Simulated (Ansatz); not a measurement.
(AgH)3 ring (Ag₃H₃), relaxed as a singlet with RKS PBE0-D4/def2-TZVP in Ansatz, starting from the GFN2-xTB geometry. Force threshold 0.02 eV/Å.

In the def2 sets Ag takes a core potential; there is no spin–orbit coupling.

Start:

```xyz
6

Ag   -0.556    0.531    1.403
H     0.192   -1.082    1.650
Ag    0.723   -1.424   -0.086
H     0.700   -0.687   -1.723
Ag   -0.168    0.893   -1.317
H    -0.891    1.769    0.073
```

| step | energy (eV) | largest force component (eV/Å) | SCF passes |
| --- | --- | --- | --- |
| 1 | -12048.6050 | 0.286 | 15 |
| 2 | -12048.6323 | 0.223 | 22 |
| 3 | -12048.6402 | 0.043 | 23 |
| 4 | -12048.6409 | 0.001 | 23 |

Force components are those of the run's own axes.

End:

```
atom    x (Å)    y (Å)    z (Å)
 Ag1  -0.5516   0.5361   1.3709
  H2   0.2028  -1.1200   1.6860
 Ag3   0.7084  -1.4017  -0.0681
  H4   0.7139  -0.6939  -1.7740
 Ag5  -0.1568   0.8656  -1.3028
  H6  -0.9166   1.8139   0.0880
```

By distances, no bond broke or formed. The bond that changes most is Ag5–H6, from 1.79 to 1.85 Å (atoms count from 1).

No frequencies were taken in this run, so the end may be a saddle point.

Hardware: 4 threads of Intel Xeon on a shared host. Wall time 9 s.
